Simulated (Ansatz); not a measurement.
Stepwise reaction of `[NH2][Mo]([NH2])(=[O])=[S]` with water, as a gas-phase model of exchange steps in deposition or etching. ΔE in kJ/mol; ΔG adds harmonic PBE0-D4 terms to CCSD(T)/CBS, at 1 bar.

Calculated with Ansatz (gas phase, PBE0-D4/def2-TZVP geometries, no zero-point term in ΔE). CBS: MP2 limit from def2 TZ/QZ plus the TZ coupled-cluster correction, frozen cores. This one scheme is used for every species. Functionals use def2-TZVPP. B3LYP here is the variant with VWN-RPA as its local correlation; programs differ in this. def2 core potentials past Kr. For Mo outer-core shells are correlated without core-valence functions, which leaves a few kJ/mol of doubt a bond. One conformer a species, not always the lowest.

```tsv
step	reaction	PBE-D4	B3LYP-D4	ωB97M-V	CCSD(T)/CBS	ΔG(400 K)
1	`[NH2][Mo]([NH2])(=[O])=[S]` + H₂O → `[NH2][Mo](=[O])([OH])=[S]` + NH₃	-31.3	-30.4	-31.3	-25.5	-21.7
```

Question: Give the row of step 2, `[NH2][Mo](=[O])([OH])=[S]` + H₂O → `[O]=[Mo]([OH])([OH])=[S]` + NH₃. (An estimate is asked.)

Answer: Computed: 
| step | reaction | PBE-D4 | B3LYP-D4 | ωB97M-V | CCSD(T)/CBS | ΔG(400 K) |
| --- | --- | --- | --- | --- | --- | --- |
| 2 | `[NH2][Mo](=[O])([OH])=[S]` + H₂O → `[O]=[Mo]([OH])([OH])=[S]` + NH₃ | -19.8 | -19.1 | -17.6 | -11.6 | -11.2 |

Question: By hand: ΔE of the 2 steps together at CCSD(T)/CBS.

Answer: (-25.5) + (-11.6) = -37.1 kJ/mol, or -18.6 kJ/mol a step.

In ΔE each step is higher than the one before. All are downhill at CCSD(T)/CBS. ΔG lies between -21.7 and -11.2 kJ/mol a step. PBE-D4 differs from CCSD(T)/CBS by -8.2 to -5.8 kJ/mol a step. Isolated molecules leave out the surface, adducts and barriers. Largest T1 diagnostic: 0.025.
